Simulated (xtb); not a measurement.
xtb input:

```bash
xtb mol.xyz --gfn 1 --sp --chrg 0 --uhf 0
```
mol.xyz:
```
4

Cl    -1.10941674     2.10131064     0.00827663
Ga    -0.41957854     0.08557915     0.00561953
Cl    -1.84345072    -1.49903032     0.03127192
Br     1.80587662    -0.36833484    -0.02418659
```

Task: Predict the final energy.

Result: -13.89695 Eh (GFN1-xTB).
